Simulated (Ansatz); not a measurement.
F$_{5}$Si (SMILES F[Si-](F)(F)(F)F), charge -1, singlet, geometry from GFN2-xTB (a gas-phase anion, which may not be bound at this level); MP2/def2-SVP in Ansatz (an electronic-structure program).

The Ansatz input:
Ansatz 0.2 input:
```yaml
crystal:
  periodic: [false, false, false]
  atoms:
    - {symbol: F, position_ang: [-0.99746614, -1.12059139, -0.70097454]}
    - {symbol: Si, position_ang: [0.01274662, -0.03699652, 0.01793959]}
    - {symbol: F, position_ang: [1.18066654, -0.53093026, -1.03255443]}
    - {symbol: F, position_ang: [-0.95822949, -0.11468405, 1.34561246]}
    - {symbol: F, position_ang: [-0.46470217, 1.34877877, -0.65402209]}
    - {symbol: F, position_ang: [1.21990319, 0.47497708, 1.01403257]}
basis:
  gaussian:
    orbitals: def2-SVP
total_charge: -1
magnetization: {spin_polarized: false}
correlation: {method: mp2}
```

Q: Predict the main parts of the log of this Ansatz run.

A: 
```
Functional definition: HF
809 factors; integrals over basis functions are off by at most 4.3e-4 eV
mean field evaluation 1: about -21385.2962 eV, gradient 3.4e1 eV
mean field evaluation 2: about -21385.3798 eV, gradient 3.5e1 eV
mean field evaluation 4: about -21387.4397 eV, gradient 2.3e0 eV
mean field evaluation 8: about -21387.4564 eV, gradient 7.0e-2 eV
mean field -21387.45638775 eV, -785.9745253112 hartree, gradient 1.8e-6 eV, S^2 0.000000; 0 other end points of the search recorded, 0 dependent functions left out
10 core orbitals not correlated
reference -21387.45638775 eV, -785.9745253112 hartree; 20, 20 occupied and 58, 58 virtual orbitals, 809 factors
second order -27.79189397 eV of doubles, -0.00000000 eV of singles
Total energy: -21415.24828172 eV, -786.9958585764 hartree
```
